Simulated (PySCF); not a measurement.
Molecule: CH$_{4}$BO$_{2}$, net charge 0, doublet state. It need not be the lowest isomer of its formula. SMILES: CO[B]O
Structure (B3LYP-D3(BJ)/def2-TZVP (Ansatz) minimum search):
```xyz
8

C      1.7675    -0.2895     0.0553
O      0.4689     0.1585    -0.3205
B     -0.6473    -0.1540     0.3502
O     -1.8563     0.3024    -0.0558
H      1.7279    -0.9121     0.9503
H      2.1900    -0.8626    -0.7700
H      2.3949     0.5817     0.2438
H     -2.5821     0.0130     0.5032
```
Charge 0, spin multiplicity 2.

Dispersion corrections to the total energy (kcal/mol) from the dftd3 and dftd4 libraries through PySCF: D3(BJ) without and D4 with the three-body term, each with the damping fitted for the functional named.

```tsv
functional	D3(BJ)	D4
HF	-22.02	-9.44
revPBE	-6.38	-8.51
TPSSh	-2.70	___
CAM-B3LYP	___	-1.93
BHLYP	-3.13	___
PBE	-2.41	-2.35
B2GP-PLYP	-1.35	-0.96
```

**Question.** Fill in the missing entries.

**Answer.** 
- TPSSh, D4: -2.88
- CAM-B3LYP, D3(BJ): -1.75
- BHLYP, D4: -2.58
